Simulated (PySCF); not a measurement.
chloro(fluoromethyl)silane (CH₄ClFSi), SMILES FC[SiH2]Cl.

Geometry optimised at ωB97X-D3(BJ)/def2-SVP. One conformer was computed; it need not be the lowest.

Two levels are set side by side: TDA-PBE/def2-SVPD (PySCF) and TDA-CAM-B3LYP/def2-SVPD (PySCF). Vertical, same geometry. The lowest singlet is HOMO→LUMO 99 % with PBE and HOMO→LUMO 87 % with the other functional; states are paired by order. Differences are taken from unrounded values.

```csv
quantity,TDA-CAM-B3LYP
lowest singlet excitation (eV),7.44
lowest triplet excitation (TDA) (eV),7.00
first bright state (f over 0.05) (eV),9.16
its oscillator strength,0.06
```

**Question.** What does TDA-PBE give, and how far is it from TDA-CAM-B3LYP? (An estimate is asked for; the answer gives what the named calculation found.)

**Answer.** 
| quantity | TDA-PBE | TDA-PBE minus TDA-CAM-B3LYP |
|---|---|---|
| lowest singlet excitation (eV) | 6.41 | -1.02 |
| lowest triplet excitation (TDA) (eV) | 6.10 | -0.90 |
| first bright state (f over 0.05) (eV) | 7.81 | -1.35 |
| its oscillator strength | 0.09 | 0.03 |

Functionals without exact exchange tend to place singlet excitations lower, as here. Differences between two approximate levels are no errors against the true value.

Rough cost on one machine, each run with all the roots and properties that it gave: TDA-CAM-B3LYP against TDA-PBE about 4 times.
